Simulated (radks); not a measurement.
Q: These are the eigenvalues of the occupied orbitals of an atom or ion with whole-number occupations (Ry). All-electron calculation, non-relativistic Kohn-Sham, TPSS, spin-polarised, spherical densities, point nucleus; meta-GGA in the generalised Kohn-Sham scheme. Program: a radial shooting solver on a logarithmic mesh with Libxc functionals.

| orbital | eigenvalue |
|---|---|
| 1s up | -70.33204 |
| 1s down | -70.10080 |
| 2s up | -9.87693 |
| 2s down | -9.35402 |
| 2p up | -8.25225 |

Which element is it, and in what charge state? The configuration may be excited. Open shells, if any, are filled with parallel spins first.

A: Z = 10, neon, charge +4: Ne4+ in [He] 2s2 2p2. The list shows which subshells hold electrons but not how many an open one holds; the 1s level, -35.166 hartree, gives Z - s = 8.4 by -(Z - s)^2/2, which with screening narrows Z to a few neighbours, and the depths of the outer levels then fix element, charge and occupations together.
